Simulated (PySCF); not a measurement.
## Worked example: dipole moment from atomic charges

CH₆BeSi, SMILES [Be]([SiH3])[CH3]. Atoms are numbered in the order given.

```xyz
9

Be     0.0000     0.0000    -0.7544
C      0.0000     0.0000    -2.4314
H     -0.6800     0.7635    -2.8456
H     -0.3212    -0.9707    -2.8456
H      1.0013     0.2072    -2.8456
Si     0.0000     0.0000     1.4362
H     -0.1768    -1.3765     2.0120
H     -1.1037     0.8414     2.0120
H      1.2805     0.5351     2.0120
```

Coordinates come from a PBE-D3(BJ)/def2-TZVP optimisation.

Charges (e) from M06-2X/def2-TZVPD (PySCF):

```
atom  ESP fit     IAO
----  -------  ------
Be1     0.569   1.255
C2     -0.818  -1.156
H3      0.168   0.146
H4      0.168   0.146
H5      0.168   0.146
Si6    -0.220  -0.213
H7     -0.012  -0.108
H8     -0.011  -0.108
H9     -0.012  -0.108
```

The dipole moment of the full density is 1.12 D.

### Question
What dipole moment does each set of point charges give, and which comes closer to that of the density?

### Answer

μ = Σ q r, and 1 e Å = 4.8032 D.
ESP fit: Σ q r = (-0.001, 0.001, -0.261) e Å, |μ| = 1.25 D.
IAO: Σ q r = (0.000, 0.000, -0.340) e Å, |μ| = 1.63 D.
ESP fit comes closer in size. Point charges leave out the atoms' own dipoles (lone pairs, polarised bonds); fits to the potential absorb them, partitions of the density don't.
